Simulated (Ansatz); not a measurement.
Stepwise reaction of `[SiH3]OB(Cl)Cl` with hydrogen sulfide, as a gas-phase model of exchange steps in deposition or etching. ΔE in kJ/mol.

Isolated molecules relaxed with PBE0-D4/def2-TZVP in Ansatz; ΔE leaves out vibrations. CCSD(T)/CBS is the MP2 limit (def2-TZVPP, def2-QZVPP) plus CCSD(T) − MP2 in def2-TZVPP, frozen cores. This one scheme is used for every species. Functionals use def2-TZVPP. B3LYP here is the variant with VWN-RPA as its local correlation; programs differ in this. Each species was taken in one conformer, which may not be the lowest.

| step | reaction | PBE-D4 | B3LYP-D4 | ωB97M-V | CCSD(T)/CBS |
| --- | --- | --- | --- | --- | --- |
| 1 | `[SiH3]OB(Cl)Cl` + H₂S → `[SiH3]OB(S)Cl` + HCl | 15.5 | 18.0 | 21.2 | 17.5 |
| 2 | `[SiH3]OB(S)Cl` + H₂S → `[SiH3]OB(S)S` + HCl | 17.2 | 20.3 | 22.5 | 19.3 |

**Question.** By hand: ΔE of the 2 steps together at CCSD(T)/CBS.

**Answer.** (17.5) + (19.3) = 36.8 kJ/mol, or 18.4 kJ/mol a step.

In ΔE the steps differ by no more than 1.8 kJ/mol. All are uphill at CCSD(T)/CBS. PBE-D4 differs from CCSD(T)/CBS by -2.1 to -2.0 kJ/mol a step. Isolated molecules leave out the surface, adducts and barriers. Largest T1 diagnostic: 0.013.
